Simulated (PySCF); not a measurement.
# Spinor energies of I (iodine, neutral)

Start: [Kr] 4d10 5s1 5p6; 5s1/2 filled at m_j = +1/2. Calculated with PySCF 2.14 in x2c-SVPall-2c with one added diffuse shell each of s, p type (7s9p4d, 54 functions): generalised Hartree-Fock with the X2C-1e Hamiltonian and a Gaussian nucleus; one run each with spin-orbit coupling (SO) switched off, then screened by Boettger's factors. This is a chosen level, not necessarily the ground level.

```tsv
spinor shell	electrons	ε, spin-free (eV)	ε, screened SO (eV)	weight of nominal j (screened SO)	rms radius, screened SO (bohr)
1s1/2	2	-33331.9	-33328.3	1.000	0.0312
2s1/2	2	-5251.1	-5250.1	1.000	0.127
2p1/2	2	-4707.8	-4915.8	1.000	0.109
2p3/2	4	-4707.8	-4613.9	1.000	0.115
3s1/2	2	-1104.8	-1104.5	1.000	0.334
3p1/2	2	-924.34	-964.54	1.000	0.327
3p3/2	4	-924.34	-906.00	1.000	0.338
3d3/2	4	-654.11	-661.09	1.000	0.311
3d5/2	6	-654.11	-649.14	1.000	0.314
4s1/2	2	-213.36	-213.28	1.000	0.788
4p1/2	2	-154.34	-162.14	1.000	0.828
4p3/2	4	-154.34	-150.74	1.000	0.852
4d3/2	4	-64.921	-65.935	0.989	0.994
4d5/2	6	-64.921	-64.173	0.993	0.998
5s1/2	1	-26.677	-26.667	1.000	2.10
5p1/2	2	-11.063	-12.838	0.680	2.52
5p3/2	4	-11.063	-10.211	0.840	2.74
```

```
   quantity    spin-free  screened SO
E (hartree)  -7110.45687  -7112.54886
        M_J          1/2          1/2
       ⟨J²⟩        0.781        0.780
       ⟨L²⟩        0.000        0.030
       ⟨S²⟩        0.781        0.810
```

Each row is a mean over spinors that exchange with the open shell spreads, by up to 2.793 eV (5p3/2).

Rows whose weight is well below 1 are mixtures of j = l ± 1/2: exchange outweighs spin-orbit coupling there, and the label is only the starting occupation.

Breit and QED terms are absent; they matter most for the inner s and p1/2 levels.

Densities and radii are taken from the X2C orbitals without a picture-change correction, which distorts them close to the nucleus.

Without spin-orbit coupling the j labels of p, d and f shells carry no meaning; the spin-free column gives the mean over the occupied spinors of each nl shell, and its ⟨J²⟩ belongs to a mixture of degenerate components.
